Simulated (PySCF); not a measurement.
## Polarisability and C₆ of W+ (tungsten, charge +1)

[Xe] 4f14 5d4 6s1, high-spin 6D determinant. Calculation: PySCF 2.14, in aug-cc-pwCVTZ-PP with ECP60MDF (8s8p7d4f3g, 122 functions); scalar relativity through the core potential. Coupled (time-dependent) response in atomic units; α is the mean over directions.

```
method  mean α (bohr³)         α xx, yy, zz  C₆ (like pair)  S(−4)
   UHF           44.26  43.73, 43.73, 45.34           389.4  924.4
   PBE           34.99  34.31, 34.31, 36.33           299.4  500.3
```

S(−4) is the Cauchy moment in α(ω) = α(0) + S(−4) ω² + …

Spin-orbit coupling is absent.

α(iu) at PBE:

| u (hartree) | α(iu) (bohr³) |
| --- | --- |
| 0 | 34.99 |
| 0.0500 | 33.79 |
| 0.100 | 30.76 |
| 0.200 | 23.37 |
| 0.300 | 17.62 |
| 0.500 | 11.12 |
| 0.750 | 7.303 |
| 1.00 | 5.278 |
| 1.50 | 3.197 |
| 2.00 | 2.157 |
| 3.00 | 1.165 |
| 5.00 | 0.4876 |

A single London oscillator, α(iu) = α/(1 + u²/ω²), gives C₆ = (3/4) ω α². Matching the computed C₆ needs ω = 4 × 299.4 / (3 × 34.99²) = 0.326 hartree.

For an ion, C₆ is the dispersion term alone; charge-induced terms of lower order in 1/R come first.

The components differ because the open shell of this determinant is not spherical; for a pure term their mean is the scalar polarisability.

Energies and moments cover only the electrons outside the core potential. Spin-orbit coupling, absent here, splits the open shell strongly.
